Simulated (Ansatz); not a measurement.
`CO[SiH2][SiH2]Cl`, charge 0, multiplicity 1.

**Question.** Give a relaxed structure at PBE0-D4/def2-TZVP (the Gaussian-basis code of Ansatz). (Estimate.)

**Answer.** Ansatz gave: 
Cartesian coordinates in Å:
```
C 1.762 1.328 -0.780
O 0.580 0.924 -0.124
Si 0.016 -0.621 -0.177
Si -1.954 -0.661 1.084
Cl -2.660 -2.602 1.004
H 1.690 1.174 -1.863
H 2.634 0.779 -0.405
H 1.913 2.391 -0.589
H 1.012 -1.577 0.390
H -0.259 -1.046 -1.580
H -1.729 -0.316 2.510
H -3.006 0.228 0.530
```
Point group Cs.
This is one stationary point; other conformers may exist.
